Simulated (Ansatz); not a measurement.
C2H3NSe can be A, `C1=NC[Se]1`, or B, `CN=C=[Se]`.

Calculated with Ansatz (gas phase, PBE0-D4/def2-TZVP geometries, no zero-point term in ΔE). CCSD(T)/CBS adds triple-zeta CCSD(T) − MP2 to the extrapolated MP2 energy (def2 sets, frozen cores). DFT in def2-TZVPP. B3LYP here is the variant with VWN-RPA as its local correlation; programs differ in this. For Se outer-core shells are correlated without core-valence functions, which leaves a few kJ/mol of doubt a bond. Scalar relativity is left out up to krypton.

Q: Which is lower in electronic energy at CCSD(T)/CBS, and by how much? (Best estimate.)

A: Computed: B, by 18.2 kcal/mol.

Q: Give E(B) − E(A) in kcal/mol with ωB97M-V, HF/def2-TZVPP, LDA (SPW92), B2PLYP, PBE0-D4, B3LYP, r2SCAN-D4. (Estimate.)

A: The calculation gave: ωB97M-V -19.2, HF/def2-TZVPP -26.8, LDA (SPW92) -19.1, B2PLYP -23.8, PBE0-D4 -19.7, B3LYP -25.4, r2SCAN-D4 -22.4. None reverses the order clearly.

Q: Does the order hold for the free energy at 298.15 K (harmonic terms from PBE0-D4)? (Estimate.)

A: Ansatz gave: Yes: G(B) − G(A) = -20.1 kcal/mol. Modes under 60 cm⁻¹, often nearly free rotors, make the harmonic entropy too high.

Largest T1 diagnostic: 0.014.

At CCSD(T), def2-SVP lies −6.2 kcal/mol from the extrapolated value and def2-TZVPP +0.5 kcal/mol. In def2-TZVPP, CCSD(T) changes the Hartree–Fock value by +9.1 kcal/mol (the triples alone add +0.6 kcal/mol) and MP2 by +6.4 kcal/mol.
